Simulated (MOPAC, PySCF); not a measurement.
C9H6BNS, SMILES `c12c(ccs1)cc(B)cc2C#N`, neutral singlet in the gas phase. 

Cartesian coordinates (Å):
```xyz
18

B     -2.5365    -1.8497    -0.4530
C     -1.3792    -0.8601    -0.2112
C     -1.6402     0.4976     0.1137
C     -0.6097     1.4162     0.3377
C     -0.8858     2.7793     0.6639
N     -1.0965     3.8942     0.9309
C      0.7262     0.9610     0.2332
S      2.1660     1.8950     0.4624
C      3.1623     0.5040     0.1321
C      2.4428    -0.6222    -0.1407
C      1.0241    -0.3926    -0.0906
C     -0.0391    -1.2833    -0.3080
H     -3.6827    -1.4777    -0.3683
H     -2.2945    -3.0013    -0.7281
H     -2.6749     0.8411     0.1924
H      4.2469     0.6148     0.1625
H      2.8943    -1.5890    -0.3712
H      0.1764    -2.3272    -0.5577
```
Charge 0, multiplicity 1.

All levels are single points at this geometry (r2SCAN-D4/def2-SVP); Pople sets use spherical d functions. Orbital energies aren't observables, and empty levels follow the basis.

```csv
level,HOMO (eV),LUMO (eV),gap (eV),dipole (D),"vertical IE, Delta-SCF (eV)"
PBE-D3(BJ)/def2-TZVP in PySCF,-6.23,-3.32,2.91,4.74,8.52
r2SCAN-D4/def2-TZVP in PySCF,-6.38,-3.15,3.23,4.87,8.58
B3LYP/3-21G in PySCF,-6.76,-2.37,4.39,4.43,–
B3LYP/6-31G* in PySCF,-6.65,-2.31,4.34,4.69,8.44
B3LYP/LANL2DZ in PySCF,-6.92,-2.55,4.37,4.85,–
M06-2X/6-31G* in PySCF,-7.88,-1.38,6.50,4.68,–
SVWN5/6-31G* in PySCF,-6.16,-3.25,2.91,4.67,8.56
AM1 in MOPAC,-8.93,-0.77,8.16,3.35,–
PM3 in MOPAC,-9.31,-1.41,7.90,3.90,–
```
